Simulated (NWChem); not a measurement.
System: ScF$_{2}$ cation; SMILES [F][Sc+][F]

Input file for NWChem:

```
start job
memory heap 200 mb stack 900 mb global 1100 mb
charge 1
geometry units angstroms noautosym nocenter noautoz
  Sc     0.000000     0.000000    -0.788976
  F     -1.457680     0.000000     0.174985
  F      1.457680     0.000000     0.174985
end
basis spherical
  * library def2-svp
end
dft
  xc b3lyp
  iterations 150
end
property
  response 1 0.0773
end
task dft property
```

Output (shortened):

```
             Northwest Computational Chemistry Package (NWChem) 7.3.0
             --------------------------------------------------------

                             Geometry "geometry" -> ""
                             -------------------------

 Output coordinates in angstroms (scale by  1.889725989 to convert to a.u.)

  No.       Tag          Charge          X              Y              Z
 ---- ---------------- ---------- -------------- -------------- --------------
    1 Sc                  21.0000     0.00000000     0.00000000    -0.78897600
    2 F                    9.0000    -1.45768000     0.00000000     0.17498500
    3 F                    9.0000     1.45768000     0.00000000     0.17498500

 Effective nuclear repulsion energy (a.u.)     129.1628647150

                              NWChem Property Module
                              ----------------------

                                 NWChem DFT Module
                                 -----------------

 Summary of "ao basis" -> "ao basis" (spherical)
 ------------------------------------------------------------------------------
       Tag                 Description            Shells   Functions and Types
 ---------------- ------------------------------  ------  ---------------------
 Sc                         def2-svp                11       31   5s3p2d1f
 F                          def2-svp                 6       14   3s2p1d

            General Information
            -------------------
          SCF calculation type: DFT
          Wavefunction type:  closed shell.
          No. of atoms     :     3
          No. of electrons :    38
           Alpha electrons :    19
            Beta electrons :    19
          Charge           :     1
          Spin multiplicity:     1
          Use of symmetry is: off; symmetry adaption is: off
          Maximum number of iterations: 150
          AO basis - number of functions:    59
                     number of shells:    23
          Convergence on energy requested:  1.00D-06
          Convergence on density requested:  1.00D-05
          Convergence on gradient requested:  5.00D-04

              XC Information
              --------------
                         B3LYP Method XC Potential
                     Hartree-Fock (Exact) Exchange  0.200
                        Slater Exchange Functional  0.800 local
                    Becke 1988 Exchange Functional  0.720 non-local
              Lee-Yang-Parr Correlation Functional  0.810
                  VWN I RPA Correlation Functional  0.190 local

             Grid Information
             ----------------
          Grid used for XC integration:  medium
          Radial quadrature: Mura-Knowles
          Angular quadrature: Lebedev.
          Tag              B.-S. Rad. Rad. Pts. Rad. Cut. Ang. Pts.
          ---              ---------- --------- --------- ---------
          Sc                  1.60      112          10.0       590
          F                   0.50       49           7.0       434
          Grid pruning is: on
          Number of quadrature shells:   210
          Spatial weights used:  Erf1

      Superposition of Atomic Density Guess
      -------------------------------------

 Sum of atomic energies:        -958.21689732

 Renormalizing density from      39.00 to     38

      Non-variational initial energy
      ------------------------------

 Total energy =    -942.282038
 1-e energy   =   -1534.292152
 2-e energy   =     462.847250
 HOMO         =      -1.078424
 LUMO         =      -0.412646

   convergence    iter        energy       DeltaE   RMS-Dens  Diis-err
 ---------------- ----- ----------------- --------- --------- ---------
 d= 0,ls=0.0,diis     1   -959.6373129516 -1.09D+03  9.21D-02  3.54D+00
 d= 0,ls=0.0,diis     2   -941.0884959362  1.85D+01  8.32D-02  1.64D+02
 d= 0,ls=0.0,diis     3   -959.8690445172 -1.88D+01  6.25D-03  2.06D+00
 d= 0,ls=0.0,diis     4   -960.0060188648 -1.37D-01  2.57D-03  1.98D-01
 d= 0,ls=0.0,diis     5   -960.0252303878 -1.92D-02  9.65D-04  2.16D-02
  Resetting Diis
 d= 0,ls=0.0,diis     6   -960.0271289537 -1.90D-03  5.37D-05  4.00D-05
 d= 0,ls=0.0,diis     7   -960.0271332826 -4.33D-06  1.98D-05  1.05D-06
 d= 0,ls=0.0,diis     8   -960.0271331267  1.56D-07  1.44D-05  2.71D-06
 d= 0,ls=0.0,diis     9   -960.0271333564 -2.30D-07  3.81D-06  3.10D-07

         Total DFT energy =     -960.027133356424
      One electron energy =    -1567.599483896508
           Coulomb energy =      538.193091439800
    Exchange-Corr. energy =      -59.783605614742
 Nuclear repulsion energy =      129.162864715026

 Numeric. integr. density =       38.000001588948

                       DFT Final Molecular Orbital Analysis
                       ------------------------------------

 Vector   17  Occ=2.000000D+00  E=-6.461209D-01
              MO Center=  5.3D-05, -6.0D-09,  1.2D-01, r^2= 2.5D+00
   Bfn.  Coefficient  Atom+Function         Bfn.  Coefficient  Atom+Function
  ----- ------------  ---------------      ----- ------------  ---------------
    36      0.453700  2 F  py                50      0.453717  3 F  py
    39     -0.295344  2 F  py                53     -0.295355  3 F  py
    16     -0.137239  1 Sc d -1              10      0.116092  1 Sc py
    13     -0.114303  1 Sc py                21     -0.081846  1 Sc d -1
     7     -0.035808  1 Sc py                25     -0.030866  1 Sc f -3

 Vector   18  Occ=2.000000D+00  E=-6.456385D-01
              MO Center=  1.6D-05,  4.7D-09,  1.2D-01, r^2= 2.6D+00
   Bfn.  Coefficient  Atom+Function         Bfn.  Coefficient  Atom+Function
  ----- ------------  ---------------      ----- ------------  ---------------
    35      0.450069  2 F  px                49     -0.450075  3 F  px
    38     -0.310865  2 F  px                52      0.310869  3 F  px
    11      0.177727  1 Sc pz                 3      0.160331  1 Sc s
    17     -0.120129  1 Sc d  0              19     -0.108946  1 Sc d  2
     4     -0.087575  1 Sc s                 22     -0.078954  1 Sc d  0

 Vector   19  Occ=2.000000D+00  E=-6.286345D-01
              MO Center=  1.3D-05, -4.1D-10,  1.6D-01, r^2= 2.6D+00
   Bfn.  Coefficient  Atom+Function         Bfn.  Coefficient  Atom+Function
  ----- ------------  ---------------      ----- ------------  ---------------
    37      0.466662  2 F  pz                51     -0.466665  3 F  pz
    40     -0.317713  2 F  pz                54      0.317716  3 F  pz
     9      0.170430  1 Sc px                35      0.084329  2 F  px
    49      0.084331  3 F  px                12     -0.053320  1 Sc px
     6     -0.052320  1 Sc px                23     -0.047649  1 Sc d  1

 Vector   20  Occ=0.000000D+00  E=-3.443612D-01
              MO Center= -8.8D-08,  2.4D-08, -7.8D-01, r^2= 1.7D+00
   Bfn.  Coefficient  Atom+Function         Bfn.  Coefficient  Atom+Function
  ----- ------------  ---------------      ----- ------------  ---------------
     4      0.574142  1 Sc s                 19     -0.532078  1 Sc d  2
    17     -0.435097  1 Sc d  0               3     -0.301168  1 Sc s
    24     -0.278358  1 Sc d  2              22     -0.187103  1 Sc d  0
    38      0.082794  2 F  px                52     -0.082794  3 F  px
    35     -0.070238  2 F  px                49      0.070238  3 F  px

 Vector   21  Occ=0.000000D+00  E=-3.386569D-01
              MO Center=  3.3D-08,  1.9D-09, -8.9D-01, r^2= 1.2D+00
   Bfn.  Coefficient  Atom+Function         Bfn.  Coefficient  Atom+Function
  ----- ------------  ---------------      ----- ------------  ---------------
    16      0.784893  1 Sc d -1              21      0.346086  1 Sc d -1
    13     -0.197163  1 Sc py                36      0.106410  2 F  py
    50      0.106409  3 F  py                10      0.097640  1 Sc py
    39     -0.087454  2 F  py                53     -0.087454  3 F  py
     7     -0.028922  1 Sc py

 Vector   22  Occ=0.000000D+00  E=-3.233495D-01
              MO Center=  8.8D-08, -7.9D-09, -1.4D+00, r^2= 2.1D+00
   Bfn.  Coefficient  Atom+Function         Bfn.  Coefficient  Atom+Function
  ----- ------------  ---------------      ----- ------------  ---------------
     4      0.659718  1 Sc s                 17      0.578682  1 Sc d  0
    14     -0.367236  1 Sc pz                 3     -0.296739  1 Sc s
    22      0.255316  1 Sc d  0              11      0.167496  1 Sc pz
    19     -0.138296  1 Sc d  2              37      0.085587  2 F  pz
    51      0.085587  3 F  pz                40     -0.074932  2 F  pz

     Multipole analysis of the density
     ---------------------------------

     L   x y z        total         alpha         beta         nuclear
     -   - - -        -----         -----         ----         -------
     0   0 0 0      1.000000    -19.000000    -19.000000     39.000000

     1   1 0 0      0.000003      0.000001      0.000001      0.000000
     1   0 1 0      0.000000      0.000000      0.000000      0.000000
     1   0 0 1     -3.085780     11.136005     11.136005    -25.357791

     2   2 0 0    -19.382068    -77.982207    -77.982207    136.582346
     2   1 1 0      0.000000      0.000000      0.000000      0.000000
     2   1 0 1      0.000001      0.000001      0.000001      0.000000
     2   0 2 0    -13.468747     -6.734373     -6.734373      0.000000
     2   0 1 1     -0.000000     -0.000000     -0.000000      0.000000
     2   0 0 2     -8.929587    -28.789636    -28.789636     48.649685

 *** CALLING NEW AORESP DRIVER FOR CLOSED AND OPEN SHELLS ***
 Entering AOResponse driver routine

--------------------------------------------------------------------------------

          -----------------------------------------------
          Solving response equations for perturbing field
          -----------------------------------------------

 number of frequencies:     1
 frequency in a.u.:  0.7730000E-01
 Perturbing field: electric
 Using El. Dipole Length Gauge

 Setting up CPKS with frequency omega =      0.07730000 a.u.

                            NWChem Dynamic CPHF Module
                            --------------------------

    scftype = RHF
    nclosed =   19
      nopen =    0
  variables =     1520
  num. vecs =        3
  tolerance =   1.0D-04
  max. iter =   50

 SCF residual:    1.6758910115954921E-005

Iterative solution of linear equations
  No. of variables     1520
  No. of equations        3
  Maximum subspace       30
       Convergence  1.0D-04

   iter   nsub   residual    time
   ----  ------  --------  ---------
     1      3    5.70D+00      15.8
     2      6    2.39D+00      20.8
     3      9    3.15D-01      25.6
     4     12    7.51D-02      30.2
     5     15    8.58D-03      34.7
     6     18    1.29D-03      39.2
     7     21    2.93D-04      43.6
     8     24    1.52D-05      46.6

 Electric Dipole Response Matrix (nonzero elements):

              1        2        3
    1   23.6709   0.0000  -0.0000
    2    0.0000   9.1574   0.0000
    3   -0.0000   0.0000  12.9933

 ------------------------------------------
 average:        15.27385 + I       0.00000

 DFT Linear Response polarizability / au
 Frequency  =       0.0773000 / au
 Wavelength =     589.4353558 / nm
              X              Y              Z
 -----------------------------------------------
 X      23.6708866      0.0000000     -0.0000014
 Y       0.0000000      9.1574129      0.0000001
 Z      -0.0000014      0.0000001     12.9932537
 -----------------------------------------------
 Eigenvalues =      23.6708866      9.1574129     12.9932537
 Isotropic   =      15.2738511
 Anisotropic =      13.0262512
 -----------------------------------------------

 Magnetic Dipole Response Matrix (nonzero elements):

 Exiting AOResponse driver routine
```

Level: B3LYP/def2-SVP. The geometry was optimised at PBE0/def2-SVP. This spin state was assumed; another may lie lower. B3LYP is NWChem's, with the RPA form of VWN correlation.
